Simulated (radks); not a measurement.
The numbers below are computed, except where a source is named.
Problem. The mean radii <r> (bohr) of the occupied orbitals of an atom or ion are listed with their occupations. Level of theory: scalar-relativistic Kohn-Sham, PBE, spin-polarised, spherical densities, point nucleus (a radial shooting solver on a logarithmic mesh with Libxc functionals).

orbital  occ.      <r>
1s down     1  0.01714
1s up       1  0.01714
2s up       1  0.07234
2s down     1  0.07234
2p up       3  0.06523
2p down     3  0.06523
3s up       1   0.1871
3s down     1   0.1871
3p up       3   0.1882
3p down     3   0.1882
3d up       5   0.1704
3d down     5   0.1704
4s up       1   0.4150
4s down     1   0.4150
4p up       3   0.4419
4p down     3   0.4419
4d up       5   0.4682
4d down     5   0.4682
5s up       1   0.9535
5s down     1   0.9524
4f up       7   0.5164
4f down     7   0.5160
5p up       3    1.106
5p down     3    1.105
5d up       5    1.641
5d down     4    1.651

Name the element and its charge. Open shells, if any, are filled with parallel spins first.

Solution. Z = 78, platinum, charge +1: Pt+ in [Xe] 4f14 5d9. The 1s radius gives Z: for a bare nucleus <r> = (2 gamma + 1)/(2Z) with gamma = sqrt(1 - (Z/c)^2), 0.01695 bohr for Z = 78, and screening makes it slightly larger (0.01714 here). The occupations add up to 77, and the charge is Z minus that.
